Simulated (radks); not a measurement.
All-electron atom: Ru+ in [Kr] 4d7 (the NIST ground configuration).

Calculated with a radial shooting solver on a logarithmic mesh with Libxc functionals: Dirac Kohn-Sham, BLYP, spin-unpolarised, spherical densities, finite nucleus; open shells fill j = l - 1/2 first; Fermi nuclear charge, rms radius 4.4809 fm.

Energy parts (Ry):
total: -9063.52688
kinetic: 9431.83260
electron-nucleus: -21901.45043
Hartree: 3674.18236
exchange-correlation: -268.09141

Orbitals (lengths in bohr, moments of r in powers of bohr; <r^-3> diverges for s and p1/2):
| orbital | occ. | eigenvalue (Ry) | <r> | <r^-3> | small-component weight |
|---|---|---|---|---|---|
| 1s1/2 | 2 | -1612.308 | 0.03343 | - | 2.58e-02 |
| 2s1/2 | 2 | -232.2184 | 0.1453 | - | 5.34e-03 |
| 2p1/2 | 2 | -214.6430 | 0.1236 | - | 5.36e-03 |
| 2p3/2 | 4 | -205.0146 | 0.1284 | 2803 | 5.16e-03 |
| 3s1/2 | 2 | -41.31216 | 0.4026 | - | 1.46e-03 |
| 3p1/2 | 2 | -34.49349 | 0.3958 | - | 1.40e-03 |
| 3p3/2 | 4 | -32.86019 | 0.4064 | 482.4 | 1.35e-03 |
| 3d3/2 | 4 | -20.78132 | 0.3822 | 72.06 | 1.24e-03 |
| 3d5/2 | 6 | -20.46309 | 0.3857 | 68.36 | 1.22e-03 |
| 4s1/2 | 2 | -6.14616 | 1.019 | - | 3.48e-04 |
| 4p1/2 | 2 | -4.11779 | 1.107 | - | 2.96e-04 |
| 4p3/2 | 4 | -3.86820 | 1.139 | 73.69 | 2.82e-04 |
| 4d3/2 | 4 | -0.92917 | 1.640 | 5.700 | 1.49e-04 |
| 4d5/2 | 3 | -0.90483 | 1.663 | 5.330 | 1.45e-04 |

The highest occupied level is 4d5/2 at -12.311 eV. The density falls to 0.001 e/bohr^3 at r = 3.85 bohr. The electron density at the nucleus is 1.101e+05 e/bohr^3.
